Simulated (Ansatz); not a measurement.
Reactions of ClH3N2OW (`[NH]=[W](=[NH])([OH])[Cl]`).

Isolated molecules relaxed with PBE0-D4/def2-TZVP in Ansatz; ΔE leaves out vibrations. CBS: MP2 limit from def2 TZ/QZ plus the TZ coupled-cluster correction, frozen cores. DFT in def2-TZVPP. Elements past krypton have def2 core potentials. For In, Nb, W outer-core shells are correlated without core-valence functions, which leaves a few kJ/mol of doubt a bond. One conformer a species, not always the lowest.

| reaction | B97M-V (kcal/mol) | CCSD(T)/CBS(def2) (kcal/mol) |
| --- | --- | --- |
| `[NH]=[W](=[NH])([OH])[Cl]` + `CNBN` → `[NH]=[W](=[NH])([NH2])[Cl]` + `CNBO` | -1.3 | -2.8 |
| `[NH]=[W](=[NH])([OH])[Cl]` + `[CH3][In]([OH])[Cl]` → `[NH]=[W](=[NH])([OH])[OH]` + `[CH3][In]([Cl])[Cl]` | -13.9 | -12.0 |
| `[NH]=[W](=[NH])([OH])[Cl]` + `C[O][W]([NH2])(=[S])=[S]` → `C[O][W](=[NH])(=[NH])[OH]` + `[NH2][W](=[S])(=[S])[Cl]` | 2.8 | 1.9 |
| `[NH]=[W](=[NH])([OH])[Cl]` + `[NH2][Nb](=[O])([OH])[OH]` → `[NH]=[W](=[NH])([NH2])[OH]` + `[O]=[Nb]([OH])([OH])[Cl]` | -9.6 | -9.1 |

Largest T1 diagnostic: 0.022, for `[NH2][Nb](=[O])([OH])[OH]`.
